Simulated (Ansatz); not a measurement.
Born–Oppenheimer molecular dynamics of CH12O2Si4 (19 atoms, charge 0, multiplicity 1). It goes on from the last frame of an earlier run, with new velocities.

All numbers below come from Ansatz, RKS B3LYP-D4/6-31G.

```yaml
ensemble: NVE (velocity Verlet)
time_step: 0.5 fs
steps_asked: 100
starting_velocities_drawn_for: 700 K
seed: 709997
```

First frame:

```xyz
19
Properties=species:S:1:pos:R:3
Si -0.303 -0.235 0.098
O -0.439 -0.581 1.686
Si -0.346 0.678 3.057
H -1.093 0.202 4.470
H 1.169 1.101 3.274
H -0.672 2.034 2.690
Si 2.038 -0.009 0.091
H 2.898 -1.018 0.419
H 2.685 0.683 -1.087
H 2.415 0.950 1.217
Si -1.280 1.770 -0.767
H -2.801 1.271 -1.173
H -0.984 3.319 -0.458
H -0.686 1.278 -2.156
O -1.193 -1.571 -0.524
C -2.410 -2.042 0.109
H -3.083 -2.262 -0.717
H -2.309 -2.986 0.698
H -2.707 -1.361 0.725
```

Problem. How far do the bonds stretch over the last three quarters of this one trajectory? (Pairs bonded in most of those frames.)

Solution. 
```csv
bond,mean (Å),spread (Å),shortest,longest
Si1–O2,1.781,0.116,1.62,1.94
Si1–Si7,2.421,0.012,2.39,2.43
Si1–Si11,2.421,0.083,2.31,2.53
Si1–O15,1.732,0.043,1.65,1.79
O2–Si3,1.751,0.071,1.65,1.85
Si3–H4,1.542,0.107,1.36,1.67
Si3–H5,1.531,0.057,1.44,1.61
Si3–H6,1.507,0.058,1.43,1.60
Si7–H8,1.525,0.132,1.35,1.74
Si7–H9,1.509,0.068,1.40,1.61
Si7–H10,1.518,0.045,1.44,1.59
Si11–H12,1.550,0.097,1.38,1.69
Si11–H13,1.548,0.078,1.41,1.67
Si11–H14,1.535,0.097,1.38,1.69
O15–C16,1.479,0.027,1.44,1.52
C16–H17,1.102,0.036,1.04,1.16
C16–H18,1.093,0.034,1.04,1.15
C16–H19,1.132,0.105,0.96,1.28
```

Mean temperature of the second half: 1042 K. The conserved energy stayed within 0.73 meV per atom of its start (net change -0.26 meV per atom), so the integration is sound. The kinetic energy rose, since the run started high on the potential surface and went downhill. A run of 0.05 ps of so small a system gives no equilibrium averages. Limits of this set-up: no polarisation functions.

Time of the run: 10 min on 2 threads of Arm Neoverse V2, with other jobs on the host, peak memory 0.31 GiB.
